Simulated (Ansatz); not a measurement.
Job for Ansatz (a quantum-chemistry and plane-wave program): R-CCSD(T)/aug-cc-pVDZ on H3NSe (SMILES N[SeH]). The run froze 15 orbitals, filled d shells among them.

Ansatz 0.2 input:
```yaml
crystal:
  periodic: [false, false, false]
  atoms:
    - {symbol: N, position_ang: [-1.00135577, 0.59995557, 0.75958244]}
    - {symbol: Se, position_ang: [-0.20056191, -0.94693467, 0.04936699]}
    - {symbol: H, position_ang: [-0.82625228, 1.39768240, 0.15966990]}
    - {symbol: H, position_ang: [-2.00116174, 0.46821383, 0.85935833]}
    - {symbol: H, position_ang: [-0.92866737, -0.99732372, -1.24002666]}
basis:
  gaussian:
    orbitals: aug-cc-pVDZ
magnetization: {spin_polarized: false}
correlation: {method: ccsd_t, electrons: outside_noble_gas}
scf: {lower_state_search: off}
```

Problem. Give the final energy of this run.

Solution. -2456.3510 hartree (reference determinant -2455.9958, T1 diagnostic 0.012).
